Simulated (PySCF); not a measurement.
# Ionising CaCd

PBE0; Ca def2-SVP, Cd def2-SVP with ECP28; scalar-relativistic core potentials (PySCF 2.14). Neutral (UKS): singlet (closed shell), Re = 3.837 Å, ωe = 53.6 cm⁻¹, De = 0.11 eV, HOMO -4.16 eV, LUMO -1.25 eV.

CaCd⁺ (UKS): doublet (σ ↑), Re = 3.344 Å, ωe = 110 cm⁻¹, De = 0.60 eV to Ca⁺ + Cd. The energies at the minima are -845.02831 hartree for CaCd and -844.82384 for CaCd⁺.

(1) Work out the adiabatic ionisation energy, without and with harmonic zero-point energies (1 hartree = 27.2114 eV, 1 eV = 8065.5 cm⁻¹), and the change of the bond length.

Closed-shell solutions of metal pairs were not tested for spin polarisation, which can lower them a little. Weak bonds: CaCd. Basis-set superposition, not corrected here, can be much of De in a small basis, most of all at correlated wavefunction levels. Spin–orbit coupling is left out. For an ion De counts to the pair picked by the measured ionisation energies or electron affinities, which need not be the lowest pair at this level. States were picked by a PBE0 search and need not be the measured ground states.

Results:

(1) At PBE0: 0.20447 hartree = 5.564 eV between the minima; the zero-point term (110.0 − 53.6)/2 cm⁻¹ = +0.003 eV makes it 5.567 eV. Re changes by -49.3 pm against the neutral. Minus the HOMO energy is 4.16 eV, -1.40 eV from the value between the minima; self-interaction puts the Kohn–Sham level too high, less so with exact exchange. The electron leaves a σ orbital, and the shorter bond of the ion fits an antibonding orbital, or a change in how ionic the bond is.
